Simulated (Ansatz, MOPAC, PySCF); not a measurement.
Molecule: BNH, charge 0, multiplicity 2. SMILES: [B]=N
Coordinates optimised at B3LYP-D3(BJ)/def2-TZVP (Ansatz, a quantum-chemistry and plane-wave program):
```
N
B 1 1.2337
H 1 0.9930 2 180.00
```
Charge 0, spin multiplicity 2.

Unscaled harmonic wavenumbers (cm⁻¹) in rising order, each level at the stationary point that it reaches from this structure (no distance between atoms moves by over 0.3 Å); the order of modes can differ between levels, and a negative number is imaginary. B3LYP-D3(BJ)/def2-TZVP (PySCF, at the structure above): 445, 445, 1918, 3846.

PM3 (MOPAC): 677, 677, 2033, 3589. Zero-point energy 10.0 against 9.5 kcal/mol; where all levels lie over 400 cm⁻¹, the wavenumbers are on average 1.259 times those of B3LYP-D3(BJ)/def2-TZVP.

HF/6-31G* (Ansatz): 585, 585, 2002, 4115. Zero-point energy 10.4 against 9.5 kcal/mol; where all levels lie over 400 cm⁻¹, the wavenumbers are on average 1.186 times those of B3LYP-D3(BJ)/def2-TZVP.

B3LYP/6-31G* (Ansatz): 456, 456, 1929, 3873. Zero-point energy 9.6 against 9.5 kcal/mol; where all levels lie over 400 cm⁻¹, the wavenumbers are on average 1.016 times those of B3LYP-D3(BJ)/def2-TZVP.
